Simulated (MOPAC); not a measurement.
MOPAC input (PM6):

```
PM6 1SCF CHARGE=-1 GEO-OK AUX(PRECISION=9) THREADS=1
HBCl2N

N    -1.64459000 1   -0.90253400 1    0.02932600 1
B    -0.47632000 1   -0.26594600 1    0.00803100 1
Cl    1.15216600 1   -1.12651700 1   -0.19947100 1
Cl   -0.19150300 1    1.59285900 1    0.17614900 1
H    -2.43754200 1   -0.28035000 1    0.15103100 1
```

Output:

```
 *******************************************************************************
 **                                                                           **
 **                              MOPAC v23.2.5                                **
 **                                                                           **
 *******************************************************************************
 ** MOPAC's Digital Object Identifier: https://doi.org/10.5281/zenodo.6511958 **
 **                                                                           **
 ** Please cite the open-source release paper for use of this MOPAC version:  **
 ** J. E. Moussa and J. J. P. Stewart (2026)                                  **
 ** MOPAC: An open-source semiempirical molecular orbital program             **
 ** J. Open Source Softw., 11(119), 8025, https://doi.org/10.21105/joss.08025 **
 *******************************************************************************

                              PM6 CALCULATION RESULTS

 *******************************************************************************
 *  PM6        - The PM6 Hamiltonian to be used
 *  GEO-OK     - OVERRIDE INTERATOMIC DISTANCE AND OTHER SAFETY CHECKS
 *
 *
 *
 *                 CHARGE ON SYSTEM = -1
 *
 *
 *
 *  1SCF       - DO 1 SCF AND THEN STOP
 *  AUX        - OUTPUT AUXILIARY INFORMATION
 *******************************************************************************
PM6 1SCF CHARGE=-1 GEO-OK AUX(PRECISION=9) THREADS=1
 HBCl2N

   ATOM   CHEMICAL          X               Y               Z
  NUMBER   SYMBOL      (ANGSTROMS)     (ANGSTROMS)     (ANGSTROMS)

     1       N         -1.64459000  *  -0.90253400  *   0.02932600  *
     2       B         -0.47632000  *  -0.26594600  *   0.00803100  *
     3      Cl          1.15216600  *  -1.12651700  *  -0.19947100  *
     4      Cl         -0.19150300  *   1.59285900  *   0.17614900  *
     5       H         -2.43754200  *  -0.28035000  *   0.15103100  *

          CARTESIAN COORDINATES

    NO.       ATOM           X           Y           Z

     1         N         -1.6446     -0.9025      0.0293
     2         B         -0.4763     -0.2659      0.0080
     3        Cl          1.1522     -1.1265     -0.1995
     4        Cl         -0.1915      1.5929      0.1761
     5         H         -2.4375     -0.2804      0.1510

 General Reference for PM6:
 "Optimization of Parameters for Semiempirical Methods V: Modification of NDDO Approximations
 and Application to 70 Elements", J. J. P. Stewart, J. Mol. Mod., 13, 1173-1213 (2007)
 URL: https://link.springer.com/article/10.1007/s00894-007-0233-4

           Empirical Formula: H N B Cl2  =     5 atoms

      MOLECULAR POINT GROUP   :   Cs

      RHF CALCULATION, NO. OF DOUBLY OCCUPIED LEVELS = 12

 -------------------------------------------------------------------------------
 PM6 1SCF CHARGE=-1 GEO-OK AUX(PRECISION=9) THREADS=1
 HBCl2N

     1SCF WAS SPECIFIED, SO BFGS WAS NOT USED
     SCF FIELD WAS ACHIEVED

                              PM6 CALCULATION
                                                       MOPAC v23.2.5 Linux

          FINAL HEAT OF FORMATION =       -108.70218 KCAL/MOL =    -454.80993 KJ/MOL

          COSMO AREA              =        110.81 SQUARE ANGSTROMS
          COSMO VOLUME            =         96.14 CUBIC ANGSTROMS

          IONIZATION POTENTIAL    =          4.923805 EV
          HOMO LUMO ENERGIES (EV) =         -4.924  4.814
          NO. OF FILLED LEVELS    =         12
          MOLECULAR WEIGHT        =         96.7306         POINT GROUP:  Cs

          MOLECULAR DIMENSIONS (Angstroms)

            Atom       Atom       Distance
            H     5   Cl     3     3.70471
           Cl     4    N     1     2.77143
           Cl     3   Cl     4     0.00000

          SCF CALCULATIONS        =          1

   ATOM   CHEMICAL          X               Y               Z
  NUMBER   SYMBOL      (ANGSTROMS)     (ANGSTROMS)     (ANGSTROMS)

     1       N         -1.64459000  *  -0.90253400  *   0.02932600  *
     2       B         -0.47632000  *  -0.26594600  *   0.00803100  *
     3      Cl          1.15216600  *  -1.12651700  *  -0.19947100  *
     4      Cl         -0.19150300  *   1.59285900  *   0.17614900  *
     5       H         -2.43754200  *  -0.28035000  *   0.15103100  *

                             CARTESIAN COORDINATES

   1    N       -1.644590000    -0.902534000     0.029326000
   2    B       -0.476320000    -0.265946000     0.008031000
   3   Cl        1.152166000    -1.126517000    -0.199471000
   4   Cl       -0.191503000     1.592859000     0.176149000
   5    H       -2.437542000    -0.280350000     0.151031000

           Empirical Formula: H N B Cl2  =     5 atoms

      MOLECULAR POINT GROUP   :   Cs

                  EIGENVALUES
 -23.43439 -21.74735 -21.47610 -12.65949 -10.48709  -8.63796  -7.53146  -6.59505
  -6.41136  -6.07818  -5.06324  -4.92380   4.81441   6.75435   6.88255   9.51999
  11.63266  96.05506  96.05521  96.20746  96.65298  96.65721  97.96235  97.96590
  98.04171  98.33206  98.33222

              NET ATOMIC CHARGES AND DIPOLE CONTRIBUTIONS

  ATOM NO.   TYPE          CHARGE      No. of ELECS.   s-Pop       p-Pop       d-Pop
    1          N          -0.639698        5.6397     1.69802     3.94168
    2          B           0.208190        2.7918     0.97016     1.82165
    3         Cl          -0.335653        7.3357     1.99146     5.34170     0.00249
    4         Cl          -0.447627        7.4476     1.99312     5.45213     0.00237
    5          H           0.214787        0.7852     0.78521
 DIPOLE           X         Y         Z       TOTAL
 POINT-CHG.     0.786     0.646     0.008     1.017
 HYBRID         0.319     1.008     0.079     1.060
 SUM            1.105     1.654     0.087     1.991

          ATOMIC ORBITAL ELECTRON POPULATIONS

     Atom    s        px        py        pz      x^2-y^2     xz        z^2       yz        xy
    1  N   1.69802   1.11505   1.37751   1.44912
    2  B   0.97016   0.67358   0.54146   0.60661
    3 Cl   1.99146   1.53702   1.84413   1.96054   0.00093   0.00038   0.00038   0.00013   0.00069
    4 Cl   1.99312   1.97804   1.50585   1.96825   0.00067   0.00004   0.00038   0.00039   0.00089
    5  H   0.78521

 **********************
 *                    *
 * JOB ENDED NORMALLY *
 *                    *
 **********************

 == MOPAC DONE ==
```

The dipole moment of an ion depends on the origin.

The geometry given is a B3LYP-D3(BJ)/def2-TZVP minimum.
